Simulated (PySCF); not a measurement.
## Electronic absorption of C5H11B

Compound: C5H11B.
Geometry (PBE0-D3(BJ)/def2-SVP, Å), atoms numbered from 1 in this order:
```xyz
17
C5H11B angstrom
B      2.352   -0.524    0.650
C      0.994   -1.067    0.202
C      0.000   -0.355   -0.401
C     -1.298   -0.994   -0.781
C      0.095    1.116   -0.702
C     -0.574    1.974    0.372
H      2.693    0.617    0.433
H      3.127   -1.240    1.244
H      0.761   -2.124    0.389
H     -1.420   -0.971   -1.878
H     -2.152   -0.434   -0.367
H     -1.363   -2.038   -0.444
H      1.148    1.412   -0.796
H     -0.389    1.310   -1.675
H     -0.541    3.039    0.096
H     -1.630    1.703    0.522
H     -0.057    1.856    1.336
```

Computed, not measured: TDDFT PBE0/def2-SVPD, vertical, gas phase, core orbitals frozen in the response in PySCF.

List the vertical singlet excitations with oscillator strengths and describe the spectrum.

```csv
state,E (eV),λ (nm),ν̃ (cm⁻¹),f,"main configurations (H = HOMO, L = LUMO)"
S1,5.08,244.0,40990,0.0013,H-1→L (98%)
S2,5.21,238.0,42020,0.344,H→L (96%)
S3,5.46,227.2,44020,0.0040,H-2→L (98%)
S4,6.51,190.5,52500,0.011,H-3→L (90%)
S5,6.74,184.0,54360,0.0088,H-4→L (89%)
S6,7.12,174.2,57390,0.017,H→L+1 (96%)
```

The lowest singlet comes at 244 nm (490 kJ/mol) in the ultraviolet; it is very weak; its leading configuration is HOMO-1→LUMO (98%). The most intense listed level is S2 at 5.21 eV (238 nm, f = 0.344), 0.13 eV above S1. Löwdin shares by element: HOMO carbon 71% or more, boron 10% (atoms not listed hold the other 19%); LUMO carbon 39% or more, boron 35%, hydrogen 6% or more (atoms not listed hold the other 20%). The listed states span 2.03 eV, and the widest gap between neighbours is 1.05 eV (S3 to S4). Weighted by f, the mean energy of these states is 5.37 eV. The oscillator strengths of these states sum to 0.386; summed over the whole spectrum of an exact calculation they would give the number of electrons, 46 (Thomas–Reiche–Kuhn). The window holds the lowest 6 singlets.

One conformer stands for the species.
